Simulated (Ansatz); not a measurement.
This geometry of CH4F2OSi + FH (11 atoms, charge 0, multiplicity 1) is a first-order saddle point.

All numbers below come from RKS B3LYP-D4/cc-pVDZ (Ansatz).

```xyz
11
Properties=species:S:1:pos:R:3
Si -0.010 0.505 1.231
O 0.419 -0.073 -0.408
C -0.420 -0.448 -1.513
F -1.479 1.106 0.735
F 0.770 1.891 1.595
H -0.446 -0.376 2.327
H 1.341 -0.552 0.122
F 1.697 -0.455 1.266
H -0.708 -1.507 -1.428
H -1.310 0.191 -1.485
H 0.145 -0.282 -2.440
```

(1) Which two structures does it join? (They come from a converged band through this point; their orientation in space is the band's.)

(2) How far does it lie above each of them?

Results:

(1) Bonds broken: Si1–O2, H7–F8. Bonds formed: Si1–F8, O2–H7. CH4F2OSi + FH becomes CH4O + F3HSi.

Image 0:

```xyz
11
Properties=species:S:1:pos:R:3
Si -0.306 0.619 1.103
O -0.017 -0.519 -0.093
C -0.424 -0.343 -1.462
F -1.829 1.171 0.867
F 0.648 1.925 0.901
H -0.175 0.029 2.438
H 1.524 -1.043 0.497
F 2.158 -0.910 1.183
H -0.473 -1.338 -1.924
H -1.416 0.132 -1.510
H 0.310 0.278 -2.001
```

Image 10:

```xyz
11
Properties=species:S:1:pos:R:3
Si -0.011 0.432 1.726
O 0.649 0.200 -0.761
C -0.293 -0.376 -1.664
F -1.431 0.287 0.934
F 0.793 1.805 1.392
H -0.369 0.497 3.156
H 1.391 -0.415 -0.663
F 0.935 -0.898 1.582
H -0.658 -1.358 -1.315
H -1.147 0.311 -1.712
H 0.139 -0.484 -2.675
```

(2) 11.3 kcal/mol above the first and 17.7 kcal/mol above the second. This is the barrier of this one path; another mechanism may lie lower. The orbitals stay closed-shell, which can raise the energy where a bond breaks towards radicals; this wasn't checked here.

Run time: 7.8 min on 2 threads of Arm Neoverse V1, with other jobs on the host, peak memory 0.29 GiB.
